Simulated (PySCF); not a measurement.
## Finite-field polarisability of Br (bromine, neutral)

[Ar] 3d10 4s2 4p5, 2P determinant. Calculation: PySCF 2.14, in aug-cc-pwCVTZ-PP with ECP10MDF (8s7p6d4f1g, 96 functions); a scalar-relativistic core potential. Frozen: 3s2 3p6 3d10. Energy changes in a uniform field (μhartree):

```json
{"axis": "x", "F (au)": "0.0033", "HF": "-100.187", "MP2": "-102.593", "CCSD": "-102.417", "CCSD(T)": "-102.923"}
{"axis": "x", "F (au)": "0.0066", "HF": "-400.825", "MP2": "-410.466", "CCSD": "-409.761", "CCSD(T)": "-411.792"}
{"axis": "y", "F (au)": "0.0031", "HF": "-100.836", "MP2": "-103.956", "CCSD": "-103.670", "CCSD(T)": "-104.418"}
{"axis": "y", "F (au)": "0.0062", "HF": "-403.508", "MP2": "-416.015", "CCSD": "-414.867", "CCSD(T)": "-417.866"}
```

By symmetry the remaining axis equals y.

(1) Derive α along x at CCSD(T) from the two fields.

(2) And the mean polarisability at each level?

Answers

(1) With ΔE = −αF²/2 − γF⁴/24, α = −(16 ΔE(F) − ΔE(2F))/(6F²) = 18.90 bohr³.

(2) The components xx, yy, zz at CCSD(T) are 18.90, 21.73, 21.73, the third axis being equal by symmetry to one of the two computed. Means: HF 20.12, MP2 20.70, CCSD 20.65, CCSD(T) 20.79 bohr³. Reference: 21 ± 1 bohr³ (recommended; Schwerdtfeger and Nagle, table of static dipole polarizabilities (2023 update)).
